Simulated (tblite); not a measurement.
Species: C3H10O2SSi.
Structure used (GFN2-xTB), in Å, numbered top down from 1:
```
atom  x, y, z in Å
C1    -0.444    2.383    0.439
O2    -0.431    1.307   -0.461
Si3    0.274   -0.138   -0.368
O4     1.786    0.038    0.166
C5     2.704   -0.951    0.541
S6    -0.740   -1.491    0.964
C7    -2.447   -1.264    0.374
H8     0.571    2.644    0.739
H9    -1.025    2.134    1.330
H10   -0.905    3.230   -0.069
H11    0.128   -0.589   -1.738
H12    2.226   -1.706    1.168
H13    3.118   -1.434   -0.346
H14    3.505   -0.466    1.098
H15   -2.715   -0.214    0.430
H16   -3.087   -1.852    1.022
H17   -2.524   -1.617   -0.649
```

Calculated harmonic vibrations of the isolated species, GFN2-xTB (tblite), most abundant isotopes, no scaling. This tight-binding method is rough: wavenumbers can miss measured ones by several per cent, in bad cases by 10 to 20. Modes of hydrogen on silicon can be 10 to 20 % off. One conformer, not necessarily the lowest.

Harmonic wavenumbers (cm⁻¹): 40.8, 54.2, 79.2, 82.1, 87.2, 104.2, 109.7, 151.6, 181.5, 237.5, 293.8, 361.5, 490.2, 657.6, 693.5, 730.0, 758.3, 829.2, 950.3, 961.4, 1126.2, 1132.8, 1136.2, 1139.5, 1161.6, 1165.8, 1322.3, 1408.7, 1414.5, 1454.1, 1457.1, 1474.3, 1474.6, 1480.4, 1481.0, 2363.0, 2951.6, 2964.6, 2976.2, 2981.6, 2989.5, 2995.8, 3039.5, 3043.4, 3063.4.

A = 1912, B = 1530, C = 964.5 MHz; mass 138.017 u (most abundant isotopes); point group C1, symmetry number 1.

Question: Zero-point energy?

Answer: Half the sum of the wavenumbers: 28526 cm⁻¹ = 341.24 kJ/mol.

Question: Entropy at 298.15 K, 1 bar (ideal gas, RRHO, classical rotation)?

Answer: Translation 170.31, rotation 121.85, vibration 167.73: S = 459.9 J/(mol K).

Question: And Cp and H(298.15 K) − H(0)?

Answer: Cp = 162.16 J/(mol K), of which vibrations give 128.90 (their classical limit is 45 R = 374.2); H(298.15 K) − H(0) = 33.42 kJ/mol without the zero-point energy, 23.50 from vibrations.

Question: Blend soft modes into free rotors: weight 1/[1 + (100 cm⁻¹/ν̃)⁴] for the oscillator and the rest for a rotor with moment μB/(μ + B), μ = h/(8π²ν), B = 10⁻⁴⁴ kg m². What vibrational entropy results?

Answer: 148.39 J/(mol K) in place of 167.73, which changes −T·S at 298.15 K by +5.77 kJ/mol.

Question: How do the functions run with temperature in this model?

Answer: 
```
T (K)  S (J/(mol K))  Cp (J/(mol K))  H − H(0) (kJ/mol)  G − H(0) (kJ/mol)  ln q(vib)
  100          320.2           103.1               7.06             -24.96       3.25
  200          401.4           133.1              18.95             -61.33       7.34
  300          460.9           162.7              33.72            -104.55      10.75
  500          558.0           220.4              72.22            -206.77      16.53
  800          675.8           280.7             148.11            -392.50      23.92
 1000          741.5           308.1             207.12            -534.37      28.29
```

q(vib) and H(0) count from the zero-point level.

Question: What must be added to the electronic energy to get the Gibbs energy at 298.15 K and 1 bar?

Answer: ZPE + [H(298.15 K) − H(0)] − T·S = 341.24 + 33.42 − 137.12 = 237.54 kJ/mol.

Question: Which modes carry the vibrational entropy at 298.15 K?

Answer: 40.8 cm⁻¹: 21.84; 54.2 cm⁻¹: 19.49; 79.2 cm⁻¹: 16.36; 82.1 cm⁻¹: 16.07; 87.2 cm⁻¹: 15.57; 104.2 cm⁻¹: 14.12 J/(mol K); the other 39 give 64.28 together.

Hindered rotation and anharmonicity are outside this model. Other conformers, if any are populated, would add a mixing term that is left out. The structure is chiral; the term R ln 2 for an equal mix with its mirror image is left out.
